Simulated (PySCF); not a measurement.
The multiplicity is imposed and other spin states were not computed.

Cartesian coordinates (Å):
```xyz
7

Ta     0.0784     0.0216     0.0822
F     -1.4484     0.6647    -0.8089
F      0.0810    -1.4642    -1.1157
F     -0.0650     1.4495     1.3254
F      0.0637    -1.2029     1.5101
O      1.7610     0.6114    -0.5403
H      2.3357     0.2244    -1.2256
```
Charge 0, multiplicity 1.

Problem. What HOMO–LUMO gap, total energy, HOMO, charge on the central atom (Mulliken) and dipole moment does TPSSh-D3(BJ)/def2-TZVP // PBE-D3(BJ)/def2-SVP run with PySCF give?

Solution. 
- HOMO–LUMO gap: 7.26 eV
- total energy: -532.7613 Ha
- HOMO: -10.16 eV
- charge on the central atom (Mulliken): 1.73 e
- dipole moment: 2.46 D
